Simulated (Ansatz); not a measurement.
`N[SiH2]CF` → `[CH2]` (triplet) + `N[SiH2]F` at 298.15 K and 1 bar (formal loss of a carbene).

Gas-phase electronic energies from Ansatz, PBE0-D4/def2-TZVP geometries. CCSD(T)/CBS is the MP2 limit (def2-TZVPP, def2-QZVPP) plus CCSD(T) − MP2 in def2-TZVPP, frozen cores. This one scheme is used for every species. Triplets are unrestricted, without spin–orbit coupling. One conformer a species, not always the lowest.

```csv
species,CCSD(T)/CBS energy (Eh),H − E (kJ/mol),S (J/(mol·K))
`N[SiH2]CF`,-485.25003,210.2,326.4
`[CH2]` (triplet),-39.09499,55.4,195.3
`N[SiH2]F`,-446.07709,135.8,281.7
```

H − E and S are ideal-gas, rigid-rotor, harmonic terms from PBE0-D4/def2-TZVP, for one conformer and one mirror image of each species, with the whole ground term of open shells counted as degenerate. 1 Eh = 2625.50 kJ/mol, R = 8.31446 J/(mol·K).

Problem. By hand: ΔE, ΔH, ΔS and ΔG.

Solution. ΔE = (-39.09499) + (-446.07709) − (-485.25003) = 0.07795 Eh = 204.7 kJ/mol. Δ(H − E) = 55.4 + 135.8 − 210.2 = -19.0, so ΔH = 185.7 kJ/mol. ΔS = 195.3 + 281.7 − 326.4 = 150.6 J/(mol·K). ΔG = 185.7 − 298.15 × (150.6)/1000 = 140.8 kJ/mol.

Problem. By hand: the equilibrium constant, and the temperature at which ΔG would vanish if ΔH and ΔS stayed fixed.

Solution. log₁₀ K = −ΔG/(RT ln 10) = -24.7. ΔG = 0 at ΔH/ΔS = 1233 K.

The number of gas molecules changes by +1, which sets the sign of ΔS. A doubt of 5 kJ/mol in ΔE shifts log₁₀ K by 0.9 here. Other conformers and mirror images would add mixing entropy, several J/(mol·K) or more a flexible species. A triplet takes part, so the spin changes. These are equilibria of isolated gas molecules and say nothing of rates. Largest T1 diagnostic: 0.011 (customary marks: 0.02 for closed shells, 0.045 for open ones).
